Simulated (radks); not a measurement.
The numbers below are computed, except where a source is named.
Pd4+, configuration [Kr] 4d5 5s1 (not the ground configuration). Level of theory: Dirac Kohn-Sham, B86b exchange with PBE correlation, spin-unpolarised, spherical densities, finite nucleus; open shells are shared between the two j in proportion to 2j + 1; Fermi nuclear charge, rms radius 4.5318 fm (a radial shooting solver on a logarithmic mesh with Libxc functionals).

Unscreened Slater integrals over Kohn-Sham orbitals (eV). Large and small components are both included. Empty in this configuration: 5p1/2.

\begin{tabular}{lr}
integral & value \\ \hline
F0(5s1/2,5s1/2) & 11.147 \\
F0(5s1/2,4d5/2) & 13.300 \\
G2(5s1/2,4d5/2) & 2.1465 \\
F0(5s1/2,4d3/2) & 13.321 \\
G2(5s1/2,4d3/2) & 2.1007 \\
F0(5s1/2,4p3/2) & 13.715 \\
G1(5s1/2,4p3/2) & 1.1389 \\
F0(5s1/2,5p1/2) & 10.491 \\
G1(5s1/2,5p1/2) & 7.1198 \\
F0(4d5/2,4d5/2) & 20.044 \\
F2(4d5/2,4d5/2) & 10.204 \\
F4(4d5/2,4d5/2) & 6.7556 \\
F0(4d5/2,4d3/2) & 20.129 \\
F2(4d5/2,4d3/2) & 10.245 \\
G2(4d5/2,4d3/2) & 10.239 \\
G4(4d5/2,4d3/2) & 6.7791 \\
F0(4d5/2,4p3/2) & 21.813 \\
F2(4d5/2,4p3/2) & 11.035 \\
G1(4d5/2,4p3/2) & 13.970 \\
G3(4d5/2,4p3/2) & 8.6229 \\
F0(4d5/2,5p1/2) & 12.131 \\
G3(4d5/2,5p1/2) & 1.3860 \\
F0(4d3/2,4d3/2) & 20.214 \\
F2(4d3/2,4d3/2) & 10.287 \\
F0(4d3/2,4p3/2) & 21.924 \\
F2(4d3/2,4p3/2) & 11.114 \\
G1(4d3/2,4p3/2) & 14.090 \\
G3(4d3/2,4p3/2) & 8.7000 \\
F0(4d3/2,5p1/2) & 12.147 \\
G1(4d3/2,5p1/2) & 1.4968 \\
F0(4p3/2,4p3/2) & 24.168 \\
F2(4p3/2,4p3/2) & 12.738 \\
F0(4p3/2,5p1/2) & 12.459 \\
G2(4p3/2,5p1/2) & 0.92066 \\
F0(5p1/2,5p1/2) & 9.9667 \\
\end{tabular}
